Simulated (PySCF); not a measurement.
# Os (osmium, neutral): PBE0 calculation

Configuration: [Xe] 4f14 5d7 6s1, high-spin 5F determinant (an excited configuration). Calculation: PySCF 2.14, in x2c-TZVPPall with one added diffuse shell each of s, p, d, f type (12s8p8d4f1g, 113 functions); scalar relativity by spin-free X2C-1e.

```json
{"Total energy": "-17255.20 hartree", "One-electron energy": "-23667.75 hartree", "Hartree (Coulomb) energy": "6757.17 hartree", "Exchange-correlation energy": "-344.62 hartree", "⟨S²⟩": "6.0024", "⟨L²⟩": "12.020", "Sum of ⟨r⟩": "45.47 bohr", "Sum of ⟨r²⟩": "63.29 bohr²", "Traceless quadrupole moment −½Σ⟨3z² − r²⟩ along its main axis": "-0.00240 e·bohr²", "Langevin diamagnetic susceptibility": "-50.1 ×10⁻⁶ cm³/mol", "Time after the integrals": "roughly 6 core-seconds"}
```

```json
{"shell": "1s α", "electrons": "1", "mean orbital energy (hartree)": "-2711.18629", "spread (hartree)": "0", "rms radius, mean of both spins (bohr)": "0.0201"}
{"shell": "1s β", "electrons": "1", "mean orbital energy (hartree)": "-2711.18565", "spread (hartree)": "0", "rms radius, mean of both spins (bohr)": "0.0201"}
{"shell": "2s α", "electrons": "1", "mean orbital energy (hartree)": "-473.46140", "spread (hartree)": "0", "rms radius, mean of both spins (bohr)": "0.0810"}
{"shell": "2s β", "electrons": "1", "mean orbital energy (hartree)": "-473.45408", "spread (hartree)": "0", "rms radius, mean of both spins (bohr)": "0.0810"}
{"shell": "2p α", "electrons": "3", "mean orbital energy (hartree)": "-413.81557", "spread (hartree)": "0", "rms radius, mean of both spins (bohr)": "0.0738"}
{"shell": "2p β", "electrons": "3", "mean orbital energy (hartree)": "-413.80929", "spread (hartree)": "0", "rms radius, mean of both spins (bohr)": "0.0738"}
{"shell": "3s α", "electrons": "1", "mean orbital energy (hartree)": "-110.76526", "spread (hartree)": "0", "rms radius, mean of both spins (bohr)": "0.207"}
{"shell": "3s β", "electrons": "1", "mean orbital energy (hartree)": "-110.76243", "spread (hartree)": "0", "rms radius, mean of both spins (bohr)": "0.207"}
{"shell": "3p α", "electrons": "3", "mean orbital energy (hartree)": "-93.08481", "spread (hartree)": "0", "rms radius, mean of both spins (bohr)": "0.209"}
{"shell": "3p β", "electrons": "3", "mean orbital energy (hartree)": "-93.08203", "spread (hartree)": "0", "rms radius, mean of both spins (bohr)": "0.209"}
{"shell": "3d α", "electrons": "5", "mean orbital energy (hartree)": "-72.57395", "spread (hartree)": "0.00295", "rms radius, mean of both spins (bohr)": "0.191"}
{"shell": "3d β", "electrons": "5", "mean orbital energy (hartree)": "-72.56849", "spread (hartree)": "0.00232", "rms radius, mean of both spins (bohr)": "0.191"}
{"shell": "4s α", "electrons": "1", "mean orbital energy (hartree)": "-23.62878", "spread (hartree)": "0", "rms radius, mean of both spins (bohr)": "0.459"}
{"shell": "4s β", "electrons": "1", "mean orbital energy (hartree)": "-23.62042", "spread (hartree)": "0", "rms radius, mean of both spins (bohr)": "0.459"}
{"shell": "4p α", "electrons": "3", "mean orbital energy (hartree)": "-17.76934", "spread (hartree)": "0", "rms radius, mean of both spins (bohr)": "0.489"}
{"shell": "4p β", "electrons": "3", "mean orbital energy (hartree)": "-17.76174", "spread (hartree)": "0", "rms radius, mean of both spins (bohr)": "0.489"}
{"shell": "4d α", "electrons": "5", "mean orbital energy (hartree)": "-10.27744", "spread (hartree)": "0.00791", "rms radius, mean of both spins (bohr)": "0.526"}
{"shell": "4d β", "electrons": "5", "mean orbital energy (hartree)": "-10.26751", "spread (hartree)": "0.00235", "rms radius, mean of both spins (bohr)": "0.526"}
{"shell": "5s α", "electrons": "1", "mean orbital energy (hartree)": "-3.45129", "spread (hartree)": "0", "rms radius, mean of both spins (bohr)": "1.07"}
{"shell": "5s β", "electrons": "1", "mean orbital energy (hartree)": "-3.38489", "spread (hartree)": "0", "rms radius, mean of both spins (bohr)": "1.07"}
{"shell": "4f α", "electrons": "7", "mean orbital energy (hartree)": "-2.01275", "spread (hartree)": "0.01086", "rms radius, mean of both spins (bohr)": "0.619"}
{"shell": "4f β", "electrons": "7", "mean orbital energy (hartree)": "-2.00055", "spread (hartree)": "0.00079", "rms radius, mean of both spins (bohr)": "0.619"}
{"shell": "5p α", "electrons": "3", "mean orbital energy (hartree)": "-1.94292", "spread (hartree)": "0", "rms radius, mean of both spins (bohr)": "1.25"}
{"shell": "5p β", "electrons": "3", "mean orbital energy (hartree)": "-1.85234", "spread (hartree)": "0", "rms radius, mean of both spins (bohr)": "1.25"}
{"shell": "5d α", "electrons": "5", "mean orbital energy (hartree)": "-0.25134", "spread (hartree)": "0.02646", "rms radius, mean of both spins (bohr)": "2.08"}
{"shell": "6s α", "electrons": "1", "mean orbital energy (hartree)": "-0.24513", "spread (hartree)": "0", "rms radius, mean of both spins (bohr)": "3.26"}
{"shell": "5d β", "electrons": "2", "mean orbital energy (hartree)": "-0.18254", "spread (hartree)": "0", "rms radius, mean of both spins (bohr)": "2.08"}
```

Spin-orbit coupling, absent here, splits the open shell strongly.

Densities and radii are taken from the X2C orbitals without a picture-change correction, which distorts them close to the nucleus.
